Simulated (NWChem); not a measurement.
# BCl2 cation

```xyz
3

Cl    -1.6173    -0.0229     0.0201
B      0.0000     0.0000     0.0000
Cl     1.6173     0.0229    -0.0201
```
Atoms are numbered in this order, from 1.

The geometry was optimised at PBE0/def2-SVP.

### Question
Give the principal values of the shielding tensors (ppm) of Cl1, B2 from Hartree-Fock/6-31G* (spherical d), GIAO (NWChem), with their diamagnetic and paramagnetic parts as GIAO splits them.

### Answer
```tsv
atom	σ11	σ22	σ33	isotropic	diamagnetic	paramagnetic
Cl1	691.5	691.5	1150.4	844.4	1145.9	-301.4
B2	-2.0	-2.0	222.6	72.8	204.3	-131.5
```
